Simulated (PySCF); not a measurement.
SMILES C[O][Al]([CH3])[O]C, GFN2-xTB optimised geometry.

```
15

Al    -0.51    -0.52     0.00
C     -1.42    -2.30     0.00
H     -2.50    -2.19     0.02
H     -1.12    -2.89     0.86
H     -1.15    -2.87    -0.89
O      1.14    -0.52     0.00
C      2.53    -0.49     0.00
H      2.92    -1.00    -0.89
H      2.90     0.54     0.01
H      2.92    -1.01     0.88
O     -1.45     0.84     0.00
C     -2.23     2.00     0.00
H     -1.60     2.89    -0.07
H     -2.92     1.98    -0.86
H     -2.82     2.05     0.92
```

Density from B3LYP/def2-TZVP (PySCF 2.14.0) at that geometry.

Minimum of the electron density along straight lines between bonded atoms, close to the bond critical point (lines longer than 1.1 times the sum of covalent radii, or with two minima, are not listed):

| bond | length / Å | ρ at the minimum / e bohr⁻³ | ∇²ρ there / e bohr⁻⁵ | position (fraction from the first atom) |
|---|---|---|---|---|
| Al1–C2 | 1.994 | ___ | ___ | 0.40 |
| C2–H3 | 1.087 | 0.275 | -0.92 | 0.64 |
| C2–H4 | 1.088 | 0.273 | -0.90 | 0.63 |
| C2–H5 | 1.088 | 0.272 | -0.90 | 0.63 |
| Al1–O6 | 1.653 | 0.111 | 0.92 | 0.44 |
| O6–C7 | 1.395 | 0.260 | -0.47 | 0.66 |
| C7–H8 | 1.093 | 0.285 | -1.01 | 0.64 |
| C7–H9 | 1.093 | 0.285 | -1.01 | 0.64 |
| C7–H10 | 1.093 | 0.285 | -1.01 | 0.64 |
| Al1–O11 | 1.653 | 0.111 | 0.92 | 0.44 |
| O11–C12 | 1.395 | 0.260 | -0.47 | 0.66 |
| C12–H13 | 1.093 | 0.285 | -1.01 | 0.64 |
| C12–H14 | 1.094 | 0.285 | -1.01 | 0.64 |
| C12–H15 | 1.093 | 0.285 | -1.01 | 0.64 |

Question: Complete the blanks.

Answer: 
- Al1–C2, ρ at the minimum / e bohr⁻³: 0.082
- Al1–C2, ∇²ρ there / e bohr⁻⁵: 0.21
